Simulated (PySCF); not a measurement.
# AlCl₃ → AlCl + Cl₂

Level: PBE0 in the def2-TZVP basis family, all electrons, no relativity, computed in PySCF with density fitting; open shells unrestricted.

```json
{"species": "AlCl₃", "state and structure": "singlet, D3h, Al–Cl 2.070 Å (×3)", "E (Eh)": "-1622.72797", "ZPE (kJ/mol)": "12.7", "H(298 K) − H(0) (kJ/mol)": "16.4", "S° (J/(mol K))": "313.2"}
{"species": "AlCl", "state and structure": "singlet, C∞v, Al–Cl 2.146 Å", "E (Eh)": "-702.43605", "ZPE (kJ/mol)": "2.8", "H(298 K) − H(0) (kJ/mol)": "9.3", "S° (J/(mol K))": "227.9"}
{"species": "Cl₂", "state and structure": "singlet, D∞h, Cl–Cl 1.982 Å", "E (Eh)": "-920.08940", "ZPE (kJ/mol)": "3.5", "H(298 K) − H(0) (kJ/mol)": "9.1", "S° (J/(mol K))": "222.5"}
```

Task: What is the electronic reaction energy?

Result: At PBE0/def2-TZVP, ΔE = 531.7 kJ/mol from the differences of the total energies times 2625.5, uphill. 

Task: Add zero-point, thermal and entropy terms for 298.15 K and 1 bar.

Result: ΔZPE = -6.4 and Δ[H(298) − H(0)] = 2.0 kJ/mol give ΔH° = 527.3 kJ/mol. ΔS° = 137.2 J/(mol K), so ΔG° = 527.3 − 298.15 × (0.1372) = 486 kJ/mol.

Only the bonding shown was studied: isomers, or loss of a ligand pair, can lie lower.
